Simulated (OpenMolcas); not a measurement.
# 4s² 4p⁴ along the 34-electron sequence

```
Program             : OpenMolcas
Method              : XMS-RASPT2, IPEA 0.25 Eh, imaginary shift 0.1 Eh
Basis               : ANO-RCC-VTZP
Scalar Hamiltonian  : DKH2, point nucleus
Spin-orbit coupling : state interaction with AMFI integrals over the reference wave functions, term energies averaged over their components
```

Active space for each ion: 6 electrons in 9 orbitals (RAS2 4s 4p; RAS3 4d, at most 2 electrons); closed shells correlated by CASPT2: 3d.

Computed levels in cm-1 above ³P₂:

| Level | Se | Br+ | Kr2+ |
| --- | --- | --- | --- |
| ³P₁ | 1803 | 2820 | 4050 |
| ³P₀ | 2370 | 3590 | 4940 |
| ¹D₂ | 10050 | 12540 | 15050 |
| ¹S₀ | 23260 | 28660 | 33860 |
| weight of ³P in the lowest level (%) | 99 | 98 | 97 |

Measured, with the error of the calculation in %. Measured levels: Se, Br+ from NIST Handbook of Basic Atomic Spectroscopic Data; Kr2+ from Saloman, J. Phys. Chem. Ref. Data 36, 215 (2007).

| Level | Se | Br+ | Kr2+ |
| --- | --- | --- | --- |
| ³P₁ | 1989 (-9.4) | 3136 (-9.9) | 4548 (-11.0) |
| ³P₀ | 2534 (-6.3) | 3837 (-6.6) | 5313 (-7.0) |
| ¹D₂ | 9576 (+4.9) | 12089 (+3.7) | 14644 (+2.8) |
| ¹S₀ | 22446 (+3.6) | 27867 (+2.8) | 33080 (+2.4) |

The fine-structure level ³P₀ changes by a factor of 2.08 from Se to Kr2+. Its fourth root runs 6.98, 7.74, 8.38, with steps per unit of Z of 0.76, 0.64; equal steps would mean a (Z - σ)^4 law with constant σ.

¹D₂ changes by a factor of 1.5 over the same range, with steps per unit of Z of +2490, +2510 cm-1.

CASPT2 does not keep the components of a term degenerate, so their means are used; among the terms shown or strongly mixed into the levels shown the widest spread is 63 cm-1 (4s² 4p⁴ ¹D, Br+). Over all roots computed the reference weight is 0.88 to 0.98 in Br+; the roots of lowest weight are the least certain, and an intruder state may touch them. Active for correlation alone: 4d; no level in the range computed is led by a configuration that fills it, so any true level of that kind is missing (holds for Se). The run also gave levels led by 4s² 4p³ 4d, which use shells meant for correlation; these and all levels above them are left out (holds for Br+; Kr2+). No level of 4s 4p⁵ was computed, though it lies in the active space (holds for Br+). Computed and measured levels are paired by configuration, term and J; levels that our copy of the source lacks, or whose pairing is in doubt (as where it misses far off the trend of its configuration), stay unpaired and out of the deviations. Levels of configurations outside the active space are missing.
